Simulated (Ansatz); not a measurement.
Cost and result for the atomization energy of `C[CH2][Sb]([SiH3])[N](C)C` (21 atoms, 20 bonds).

Z-matrix (Å, degrees):
```
C
C 1 1.519
H 1 1.094 2 111.1
H 1 1.093 2 111.8 3 119.7
H 1 1.094 2 111.9 3 -119.8
Sb 2 2.172 1 112.8 3 176.7
H 2 1.092 1 112.0 3 -63.9
H 2 1.092 1 110.8 3 56.9
N 6 2.075 2 94.0 1 155.8
Si 6 2.581 2 91.9 1 64.4
C 9 1.447 6 113.0 2 -170.5
C 9 1.446 6 113.0 2 62.8
H 10 1.490 6 110.8 2 -86.8
H 10 1.489 6 109.9 2 33.3
H 10 1.488 6 110.7 2 153.7
H 11 1.097 9 109.4 6 170.9
H 11 1.093 9 110.7 6 52.8
H 11 1.104 9 114.0 6 -69.1
H 12 1.097 9 109.3 6 -172.4
H 12 1.105 9 114.0 6 67.9
H 12 1.092 9 110.8 6 -54.4
```

Charge 0, multiplicity 1. Correlated methods include outer-core shells of Sb, which these sets cover unevenly. Sb takes the def2 core potential. The structure was optimised at the PBE0-D4/def2-TZVP level. It is one conformer, not always the lowest. Program: Ansatz. All runs use 4 threads of an AMD EPYC 7R13 on a shared host and a share of an NVIDIA H100 80 GB. Times are those of one run each, without the atoms' runs, and a repeat can differ threefold. Electronic energies, without spin–orbit coupling; frozen cores. CCSD(T)/CBS adds CCSD(T) − MP2 in def2-TZVPP to the MP2 limit, and its time is that of the two runs behind it. T1 = 0.013. With those shells the extrapolation isn't a true limit. HSE06 is the plane-wave form, built on full-range PBE exchange.

CCSD(T)/CBS is a level of theory with its own doubt, some kJ/mol a heavy atom from the limit and from the frozen cores, so smaller differences don't rank the functionals.

| level | functions | wall time |
| --- | --- | --- |
| LDA (SPW92)/def2-TZVPP | 443 | 2 s |
| revPBE-D4/def2-TZVPP | 443 | 2.2 s |
| CCSD(T)/def2-SVP | 184 | 2.2 s |
| CAM-B3LYP-D4/def2-TZVPP | 443 | 2.3 s |
| HSE06-D4/def2-TZVPP | 443 | 2.5 s |
| PBE-QIDH/def2-TZVPP | 443 | 2.7 s |
| B2PLYP/def2-TZVPP | 443 | 2.8 s |
| r2SCAN-D4/def2-TZVPP (with forces) | 443 | 3 s |
| B97M-V/def2-TZVPP | 443 | 3.2 s |
| ωB97M-V/def2-TZVPP (with forces) | 443 | 3.4 s |
| MP2/def2-QZVPP | 857 | 5.5 s |
| CCSD(T)/def2-TZVPP | 443 | 20 s |
| CCSD(T)/CBS(def2) | – | 25 s |

What atomization energy does each give, and how far from CCSD(T)/CBS? (Best estimate.)

Ansatz gave: 
```csv
level,atomization (kcal/mol),difference from CCSD(T)/CBS,per bond
LDA (SPW92)/def2-TZVPP,1997.6,236.0,11.8
revPBE-D4/def2-TZVPP,1750.3,-11.3,-0.6
CCSD(T)/def2-SVP,1659.0,-102.6,-5.1
CAM-B3LYP-D4/def2-TZVPP,1767.4,5.8,0.3
HSE06-D4/def2-TZVPP,1761.8,0.2,0.0
PBE-QIDH/def2-TZVPP,1743.1,-18.5,-0.9
B2PLYP/def2-TZVPP,1737.1,-24.5,-1.2
r2SCAN-D4/def2-TZVPP (with forces),1755.8,-5.8,-0.3
B97M-V/def2-TZVPP,1763.1,1.5,0.1
ωB97M-V/def2-TZVPP (with forces),1760.0,-1.6,-0.1
MP2/def2-QZVPP,1748.0,-13.6,-0.7
CCSD(T)/def2-TZVPP,1715.2,-46.4,-2.3
CCSD(T)/CBS(def2),1761.6,0.0,0.0
```

At CCSD(T), def2-SVP lies −102.6 kcal/mol from the extrapolated value and def2-TZVPP −46.3 kcal/mol: correlation converges slowly with the basis, and small sets miss more of it in the bonded molecule than in its fragments. Leaving LDA and LC-ωPBE aside and taking each functional with its dispersion term where it has one, the values, not all of them listed here, spread over 62.0 kcal/mol, from BHLYP-D4 to PBE-D4. LDA lies +226.4 kcal/mol from PBE without D4, its usual overbinding. In def2-TZVPP, CCSD(T) changes the Hartree–Fock value by +443.2 kcal/mol (the triples alone add +24.3 kcal/mol) and MP2 by +448.5 kcal/mol; breaking electron pairs costs correlation energy, which Hartree–Fock lacks.
